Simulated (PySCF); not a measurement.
Vertical excitations of a molecule C3H5BO2 from PySCF with TDA-B3LYP/def2-SVPD, as energy in eV (oscillator strength): 5.61 (0.005), 5.74 (0.213), 6.09 (0.001), 6.38 (0.018), 6.99 (0.008), 7.20 (0.001), 7.36 (0.016), 7.77 (0.017), 7.91 (0.012), 7.93 (0.004). Lowest triplet (TDA): 3.80 eV. Geometry: B3LYP-D3(BJ)/def2-SVP. One conformer was computed; it need not be the lowest.

Q: Identify the compound among the candidates.
A) CB1COC1=O
B) OB1C=COC1
C) C#CB(O)CO
D) C#CB(O)OC

A: B, OB1C=COC1
